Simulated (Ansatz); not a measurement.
Mulliken charges of CH₃F₂OSb, SMILES `C[O][Sb]([F])[F]` from B3LYP/def2-TZVPP in Ansatz (PBE0-D4/def2-TZVP geometry).

```tsv
atom	x (Å)	y (Å)	z (Å)	charge (e)
C1	-0.361	-0.642	0.798	-0.143
O2	0.855	-0.674	0.065	-0.534
Sb3	1.269	0.579	-1.324	1.265
F4	-0.406	0.477	-2.222	-0.469
F5	0.757	2.144	-0.370	-0.469
H6	-0.470	0.298	1.345	0.118
H7	-0.330	-1.467	1.512	0.115
H8	-1.224	-0.773	0.140	0.118
```

Problem. By hand: the dipole of these point charges (1 e Å = 4.8032 D).

Solution. Σ q r = (0.798, -0.270, -0.259) e Å, of length 0.881 e Å = 4.23 D.

Problem. How does the dipole of the full density compare? (Estimate.)

Solution. Ansatz gave: (0.378, -0.218, -0.042) e Å, 2.11 D; the point charges give 2.00 times that, at 16° from its direction.

Point charges leave out the atoms' own dipoles, such as those of lone pairs, and Mulliken's split depends on the basis, so the two needn't agree.

B3LYP here is the variant with VWN-RPA as its local correlation; programs differ in this.
